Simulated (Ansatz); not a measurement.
A made-up structure of CH₂BrSi (charge +1), closed shell:

```
5
angstrom
Si -0.6384 1.2343 -0.3569
C 0.2563 -0.1650 0.4133
Br 1.8271 -0.6956 -0.2958
H 0.3198 0.8521 0.7051
H 0.0348 -0.6211 1.3824
```

It is relaxed with PBE-D4/def2-SVP and then PBE0-D4/def2-TZVP (Ansatz 0.2.0). Atoms count as bonded within 1.22 times the sum of their covalent radii (H–H: 0.88 Å). The end point is not checked to be a true minimum.

Does its bonding change? (Judge from chemistry; the calculation decides.)

By the calculation: Yes. Formed: Si1–Br3; broken: Si1–H4.

Where it ends: The first stage lowers the energy by 2.30 eV in 11 steps. It ends as CH₂BrSi ([CH2]1[Si][Br]1), total charge +1:
```csv
atom,x (Å),y (Å),z (Å)
Si1,-0.5292,0.6820,-0.9008
C2,0.2257,0.1768,0.7397
Br3,1.5157,-0.4712,-0.6504
H4,0.7367,0.9032,1.3705
H5,-0.1494,-0.6860,1.2891
```

Labels in which every atom is bracketed show which atoms are joined, not bond orders.

For scale, one of the runs: PBE0-D4/def2-TZVP relaxation, 128 basis functions, launched by `ansatz run in.yaml --threads 2 --pin off --events-out ev --progress --plain --max-ram 4352MiB`. The run took about 18 s on 2 CPU threads of an Arm Neoverse V1 (shared host).
